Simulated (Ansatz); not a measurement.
`O[SiH](O)[SiH](F)F` and `O[SiH2][SiH](F)F` differ in one atom or group.

Ansatz, PBE0-D4/def2-TZVP geometries, multiplicity 1. Each molecule was computed in one conformer, which needn't be the lowest.

```json
{"property": "HOMO energy (B3LYP/def2-TZVPP) / eV", "`O[SiH](O)[SiH](F)F`": "-7.86"}
{"property": "HOMO–LUMO gap (PBE0/def2-TZVPP) / eV", "`O[SiH](O)[SiH](F)F`": "7.52"}
{"property": "LUMO energy (ωB97M-V/def2-TZVPP) / eV", "`O[SiH](O)[SiH](F)F`": "1.18"}
{"property": "LUMO energy (PBE/def2-TZVPP) / eV", "`O[SiH](O)[SiH](F)F`": "-1.36"}
{"property": "HOMO energy (ωB97M-V/def2-TZVPP) / eV", "`O[SiH](O)[SiH](F)F`": "-10.14"}
{"property": "HOMO–LUMO gap (ωB97M-V/def2-TZVPP) / eV", "`O[SiH](O)[SiH](F)F`": "11.32"}
```

**Question.** What does the change do to each property? (Best estimate.)

**Answer.** Ansatz gave: 
```csv
property,`O[SiH2][SiH](F)F`,shift
HOMO energy (B3LYP/def2-TZVPP) / eV,-7.96,-0.10
HOMO–LUMO gap (PBE0/def2-TZVPP) / eV,7.11,-0.41
LUMO energy (ωB97M-V/def2-TZVPP) / eV,0.72,-0.46
LUMO energy (PBE/def2-TZVPP) / eV,-1.88,-0.52
HOMO energy (ωB97M-V/def2-TZVPP) / eV,-10.23,-0.09
HOMO–LUMO gap (ωB97M-V/def2-TZVPP) / eV,10.95,-0.37
```

With PBE0 the HOMO falls by 0.10 eV and the LUMO falls by 0.51 eV, so the gap narrows by about 0.41 eV. PBE moves the HOMO by -0.12 eV and ωB97M-V by -0.09 eV.

Positive LUMOs are unbound, so they and the gaps depend on the basis.

B3LYP here is the variant with VWN-RPA as its local correlation; programs differ in this.
